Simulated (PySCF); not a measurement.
From one molecule to another.

First species: C6H4F4.
SMILES: `FC1=C(C(F)(F)F)C=CC1`

Second species: CH7GeN.
Atom-mapped SMILES: `[CH3:1][NH:2][GeH3:3]` (hydrogens: H4, H5, H6 on C1; H7 on N2; H8, H9, H10 on Ge3)

Levels: wB97X-D/def2-SVPD for dipole moment, HOMO energy, LUMO energy, HOMO–LUMO gap, static isotropic polarisability and electronic spatial extent ⟨r²⟩ about the centre of nuclear charge; TDDFT wB97X-D/def2-SVPD for lowest singlet excitation; TDA wB97X-D/def2-SVPD for lowest triplet excitation (Tamm–Dancoff); ΔSCF wB97X-D/def2-SVPD for vertical ionisation energy; PBE0-D3(BJ)/def2-SVP for rotational constant A and rotational constant C. Geometries: PBE0-D3(BJ)/def2-SVP. All species are isolated and taken at one optimised geometry, non-relativistic unless stated; the electronic structure was computed with PySCF and density fitting.

The conformers computed, where there is a choice (atom-mapped SMILES and torsion angles):
- `[F:1][C:2]1=[C:3]([C:4]([F:5])([F:6])[F:7])[CH:8]=[CH:9][CH2:10]1`: C2–C3–C4–F5 11°

(1) Which of the two has the higher rotational constant C, and by how much?

(2) Which of the two has the higher dipole moment, and by how much?

(3) Which of the two has the higher static isotropic polarisability, and by how much?

(4) Which has the higher vertical ionisation energy?

(5) Which of the two has the higher S1 energy, and by how much?

(6) Which has the higher HOMO energy?

(7) Which has the higher T1 energy?

(8) Which has the higher HOMO–LUMO gap?

Answers

(1) The second: 3.525 GHz against 0.849 GHz, a difference of 2.676 GHz.

(2) The first: 3.57 D against 0.83 D, a difference of 2.74 D.

(3) The first: 69.5 au against 54.1 au, a difference of 15.4 au.

(4) The first: 9.05 eV against 8.83 eV, a difference of 0.22 eV.

(5) The second: 5.86 eV against 5.09 eV, a difference of 0.77 eV.

(6) The second: -8.50 eV against -8.82 eV, a difference of 0.32 eV.

(7) The second: 5.62 eV against 3.17 eV, a difference of 2.45 eV.

(8) The second: 10.40 eV against 9.36 eV, a difference of 1.04 eV.

On the first: The dipole equals about 11.9 × 10⁻³⁰ C·m (1 D = 3.33564 × 10⁻³⁰ C·m). The polarisability is 10.30 Å³ as a volume (1 au = 0.148185 Å³), or 0.91 au for each of the 76 electrons.

On the second: The principal polarisabilities are 49.6, 51.3 and 61.5 au; their mean is the isotropic value. S1 lies 4.54 eV below the HOMO–LUMO gap; its leading configuration is HOMO→LUMO, weight 0.68. The calculation is non-relativistic and has no spin–orbit coupling, an omission that weighs most on germanium.
